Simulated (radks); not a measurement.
Species: neutral ruthenium. Configuration: [Kr] 4d7 6s1 (not the ground configuration).

Method: scalar-relativistic Kohn-Sham, PBE, spin-polarised, spherical densities, finite nucleus; open shells are filled with parallel spins first (spin-orbit coupling, left out, can overturn this in heavy ions); Fermi nuclear charge, rms radius 4.4809 fm; computed with a radial shooting solver on a logarithmic mesh with Libxc functionals.

Energy parts (hartree):
total: -4530.55717
kinetic: 4684.86504
electron-nucleus: -10923.22450
Hartree: 1841.15699
exchange-correlation: -133.35469

Orbitals (lengths in bohr, moments of r in powers of bohr; r(max) is where P^2 peaks):
orbital  occ.  eigenvalue (hartree)   r(max)
1s down     1             -806.2956  0.02172
1s up       1             -806.2954  0.02172
2s up       1             -116.0486   0.1229
2s down     1             -116.0342   0.1229
2p up       3             -103.9488  0.09824
2p down     3             -103.9379  0.09823
3s up       1             -20.54829   0.3616
3s down     1             -20.54098   0.3616
3p up       3             -16.57239   0.3549
3p down     3             -16.56405   0.3549
3d up       5             -10.17612   0.3011
3d down     5             -10.16296   0.3012
4s up       1              -2.97630   0.9159
4s down     1              -2.90811   0.9135
4p up       3              -1.87917   0.9849
4p down     3              -1.80602   0.9818
4d up       5              -0.36211    1.215
4d down     2              -0.28919    1.212
6s up       1              -0.05747    8.092

The highest occupied level is 6s up at -1.564 eV. The density falls to 0.001 e/bohr^3 at r = 3.83 bohr. The spin density at the nucleus is -0.524 e/bohr^3 (1s -0.017, 2s -0.747, 3s 0.370, 4s -1.887, 6s 1.757).
